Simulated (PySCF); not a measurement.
## B- (boron, charge -1) across methods

[He] 2s2 2p2, high-spin 3P determinant. All numbers are calculated (PySCF 2.14, scalar relativity by spin-free X2C-1e, in aug-cc-pCVQZ-DK).

```
 method  E (hartree)  mean ε 2s α (eV)  mean ε 2s β (eV)  mean ε 2p α (eV)  Σ⟨r²⟩ (bohr²)   ⟨S²⟩
    PBE     -24.6418            -3.495            -2.062             1.777          48.07  2.003
 r2SCAN     -24.6666            -3.823            -1.942             1.679          44.98  2.007
LC-wPBE     -24.6512            -7.515            -5.053            -0.845          37.31  2.005
   PBE0     -24.6440            -4.787            -2.879             1.168          43.94  2.004
   BLYP     -24.6770            -3.327            -2.062             1.905          49.53  2.003
wB97X-V     -24.6705            -7.168            -5.033            -0.504          40.36  2.003
    UHF    -24.52849            -8.496            -4.558            -0.772          38.72  2.009
    LDA     -24.3897            -3.511            -2.085             1.709          48.38  2.003
```

The highest occupied level is positive at PBE, r2SCAN, PBE0, BLYP, LDA: only the finite basis holds that electron, which in a density functional comes from self-interaction.
